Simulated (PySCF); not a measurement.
Method: TPSSh-D3(BJ)/def2-TZVP // PBE0-D3(BJ)/def2-TZVP run with PySCF. Isolated molecules, 0 K electronic values unless said otherwise. One relaxed conformer stands for a flexible species; it need not be the lowest. Excitations are Tamm–Dancoff values on a coarser integration grid. The basis has no diffuse functions, so Rydberg states are missing or too high.

Reference species (SMILES): `IB(I)S` (H–S–B–I torsion 180°) (neutral, multiplicity 1).

```
Quantity           Result
---------------  --------
LUMO             -2.29 eV
S1–T1 gap (TDA)   0.14 eV
```

Changed species: `IB(I)I` (0 of 3 I replaced by SH; the reference has 1 of 3 I replaced by SH).

Q: Give the shifts of the LUMO and S1–T1 gap (TDA).

A: the LUMO decreases by 0.59 eV, to -2.88 eV; the S1–T1 gap (TDA) is nearly the same.
